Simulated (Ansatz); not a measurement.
C₂H₈AlFSi (`CC[SiH](F)[AlH2]`) at its PBE0-D4/def2-TZVP geometry, where that method's forces vanish. The species carries charge 0 and has multiplicity 1.

| atom | x (Å) | y (Å) | z (Å) |
| --- | --- | --- | --- |
| C1 | 0.084 | 1.810 | -1.156 |
| C2 | -0.379 | 0.869 | -0.046 |
| Si3 | 0.460 | -0.807 | -0.084 |
| F4 | 2.057 | -0.563 | 0.014 |
| Al5 | -0.283 | -2.357 | 1.693 |
| H6 | -0.423 | 2.777 | -1.099 |
| H7 | -0.118 | 1.387 | -2.143 |
| H8 | 1.159 | 1.995 | -1.094 |
| H9 | -1.460 | 0.690 | -0.115 |
| H10 | -0.214 | 1.325 | 0.936 |
| H11 | 0.225 | -1.401 | -1.439 |
| H12 | -1.830 | -2.723 | 1.790 |
| H13 | 0.722 | -3.002 | 2.741 |

Problem. For each bond, give half the difference of the two atoms' forces along it (eV/Å; positive pushes the atoms apart) under PBE-D4, r2SCAN-D4, B3LYP-D4, ωB97M-V in def2-TZVPP. (Best estimate.)

Solution. The calculation gave: 
```
   bond  length (Å)  PBE-D4  r2SCAN-D4  B3LYP-D4  ωB97M-V
  C1–C2       1.527    0.01       0.15      0.22     0.22
  C1–H6       1.093    0.11      -0.03     -0.08    -0.10
  C1–H7       1.093    0.10      -0.04     -0.06    -0.07
  C1–H8       1.092    0.10      -0.04     -0.07    -0.07
 C2–Si3       1.875   -0.01       0.00      0.04    -0.05
  C2–H9       1.097    0.09      -0.04     -0.09    -0.07
 C2–H10       1.096    0.10      -0.02     -0.08    -0.08
 Si3–F4       1.618    0.51       0.04      0.20     0.20
Si3–Al5       2.473   -0.18      -0.02      0.00    -0.02
Si3–H11       1.497    0.07      -0.01     -0.11    -0.15
Al5–H12       1.592    0.07      -0.02     -0.07    -0.10
Al5–H13       1.589    0.08      -0.02     -0.08    -0.10
```

B3LYP here is the variant with VWN-RPA as its local correlation; programs differ in this.

Computed with Ansatz.
